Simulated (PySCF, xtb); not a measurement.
Cl4Te, SMILES Cl[Te+](Cl)(Cl)Cl, charge +1, multiplicity 2.

Harmonic wavenumbers (cm⁻¹) from GFN2-xTB run with xtb at its own minimum, in rising order: 53, 61, 98, 117, 119, 243, 286, 352, 369.

Problem. What does B3LYP-D3(BJ)/def2-SVP (PySCF) give at its own minimum? (Estimate from the structure and the level; the computed values follow.)

Solution. 49, 66, 105, 120, 124, 254, 293, 383, 386. Paired by order, the mean absolute difference is 10 cm⁻¹ and the zero-point energies are 2.4 and 2.5 kcal/mol.
